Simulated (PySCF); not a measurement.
C3H9ClSi2, SMILES C/C=C(/[SiH3])[SiH2]Cl.

The structure is a stationary point at PBE0-D3(BJ)/def2-SVP. The structure was generated by enumeration; whether it is a known compound was not checked. One conformer was computed; it need not be the lowest.

All values below come from PySCF 2.14.0 with TDA-PBE/def2-SVPD.

Vertical excitations. Isolated molecule, no solvent.

Task: Estimate the UV-visible absorptions. (Estimate from the structure and the level; the computed values follow.)

Result: 
| state | energy (eV) | λ (nm) | f | main pairs |
|---|---|---|---|---|
| S1 | 5.01 | 248 | 0.003 | HOMO−1→LUMO 95 % |
| S2 | 5.32 | 233 | 0.009 | HOMO−2→LUMO 91 % |
| S3 | 5.74 | 216 | 0.133 | HOMO→LUMO 56 %, HOMO→LUMO+1 16 % |
| S4 | 6.01 | 206 | 0.003 | HOMO−3→LUMO 96 % |
| S5 | 6.17 | 201 | 0.001 | HOMO−4→LUMO 99 % |
| S6 | 6.40 | 194 | 0.011 | HOMO→LUMO+1 49 %, HOMO→LUMO+2 38 %, HOMO−5→LUMO 11 % |
| T1 | 3.89 | 319 | 0 | HOMO→LUMO 95 % |
| T2 | 4.69 | 265 | 0 | HOMO−1→LUMO 98 % |
Triplets are in the Tamm–Dancoff approximation.
